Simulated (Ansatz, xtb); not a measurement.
Relative energy of two structures of Cl2GaH3OSi

Structure X is a singlet given by its coordinates and structure Y is `[SiH3][O][Ga]([Cl])[Cl]`, a singlet. Both are isolated molecules in the gas phase, relaxed with PBE0-D4/def2-SVP; the shapes shown needn't be the lowest conformers.

X (Å):

```xyz
8

Cl   -1.1300   -0.6114    0.2535
Cl    2.1114    1.1774   -0.9944
Ga    0.6971    1.5364    0.5753
O     0.9454    0.4421    2.0158
Si    0.0664   -0.9304    1.9904
H     0.8427   -2.1720    1.7490
H    -0.8699   -1.0763    3.1334
H    -0.2027    2.7904    0.6510
```

Close contacts (Å): Cl1–Ga3 2.84, Cl1–Si5 2.13, Cl2–Ga3 2.14, Ga3–O4 1.83, Ga3–Si5 2.91, O4–Si5 1.63, Ga3–H8 1.55, Si5–H6 1.48, Si5–H7 1.48.

Y (Å):

```csv
atom,x (Å),y (Å),z (Å)
Cl,-1.5168,1.5859,2.6935
Cl,1.4319,0.2889,0.8928
Ga,-0.5703,0.0607,1.5700
O,-1.4626,-1.4037,1.1961
Si,-1.2399,-2.8560,0.4111
H,-0.4820,-3.8030,1.2831
H,-0.4818,-2.6602,-0.8623
H,-2.5823,-3.4269,0.1067
```

**Question.** Which of the two would you expect CCSD(T)/def2-SVP + ΔMP2/def2-TZVPP electronic energies to favour?

**Answer.** Not settled: CCSD(T)/def2-SVP + ΔMP2/def2-TZVPP gives E(Y) − E(X) = +1.13 kcal/mol, but this leans on the basis-set step: CCSD(T) alone gives −2.76 kcal/mol.

The same difference at several levels:

```csv
level,geometry,E(Y) − E(X) (kcal/mol),departure from the last row (kcal/mol),"job, with rough time for the two"
PBE0-D4/def2-SVP,PBE0-D4/def2-SVP,+1.49,+0.36,"optimisation, 86 s"
HF/def2-SVP,PBE0-D4/def2-SVP,−4.77,−5.90,part of the CCSD(T) run
MP2/def2-SVP,PBE0-D4/def2-SVP,−2.42,−3.55,part of the CCSD(T) run
CCSD(T)/def2-SVP,PBE0-D4/def2-SVP,−2.76,−3.89,single point
CCSD(T)/def2-SVP + ΔMP2/def2-TZVPP,PBE0-D4/def2-SVP,+1.13,,"single point, 47 s"
```

HF/def2-SVP, MP2/def2-SVP, CCSD(T)/def2-SVP put the two in the other order. The largest departure from CCSD(T)/def2-SVP + ΔMP2/def2-TZVPP is that of HF/def2-SVP, 5.90 kcal/mol. Levels run at GFN2-xTB geometries aren't shown. The last row adds to CCSD(T) the change of the MP2 difference between the two basis sets, here +3.89 kcal/mol, a large step that makes the value less sure.

With thermal terms from frequencies at re-optimised GFN2-xTB minima (ideal gas, soft modes damped towards free rotors, one conformer each, 298.15 K, 1 atm): the zero-point term adds −0.10 kcal/mol; ΔH is +1.54 and ΔG −0.74 kcal/mol.

The correlated steps freeze 25 core orbitals; the filled d shell of Ga is correlated, in a basis made for valence electrons. Programs: Ansatz 0.2.0, xtb 6.7.1; the last row on 2 threads of Arm Neoverse V1 on a shared host.
